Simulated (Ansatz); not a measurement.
Consider the substitution at a C–N bond: `CC(C)(C)[NH][Zr]([F])([F])[F]` + `[OH][Ge][F]` → `CC(C)(C)[O][Ge][F]` + `[NH2][Zr]([F])([F])[F]`.

Calculated with Ansatz (gas phase, PBE0-D4/def2-TZVP geometries, no zero-point term in ΔE). CCSD(T)/CBS adds triple-zeta CCSD(T) − MP2 to the extrapolated MP2 energy (def2 sets, frozen cores). Functionals use def2-TZVPP. def2 core potentials past Kr. For Ge, Zr outer-core shells are correlated without core-valence functions, which leaves a few kJ/mol of doubt a bond. Scalar relativity is left out up to krypton. Each species was taken in one conformer, which may not be the lowest.

| level | ΔE (kJ/mol) | difference from CCSD(T)/CBS |
| --- | --- | --- |
| PBE-QIDH | 18.6 | 0.9 |
| revPBE | 8.9 | -8.8 |
| r2SCANh | 11.4 | -6.3 |
| r2SCAN0 | 12.5 | -5.2 |
| HF/def2-SVP | -3.3 | -21.0 |
| CCSD/def2-SVP | 16.1 | -1.6 |
| HF/def2-TZVPP | 1.9 | -15.8 |
| MP2/def2-TZVPP | 25.0 | 7.3 |
| CCSD/def2-TZVPP | 18.2 | 0.5 |
| SCS-MP2/def2-QZVPP | 19.6 | 1.9 |
| CCSD(T)/CBS | 17.7 | 0 |

Largest T1 diagnostic among the species: 0.017.

In def2-TZVPP, CCSD(T) changes the Hartree–Fock value by +17.9 kJ/mol (the triples alone add +1.6 kJ/mol) and MP2 by +23.1 kJ/mol. From BLYP to BHLYP (50 % exact exchange), in def2-TZVPP and without D4, ΔE moves by +3.6 kJ/mol. Leaving LDA and LC-ωPBE aside and taking each functional with its dispersion term where it has one, the values, not all of them listed here, spread over 12.5 kJ/mol, from BLYP-D4 to PBE-QIDH. LDA lies +5.2 kJ/mol from PBE without D4.
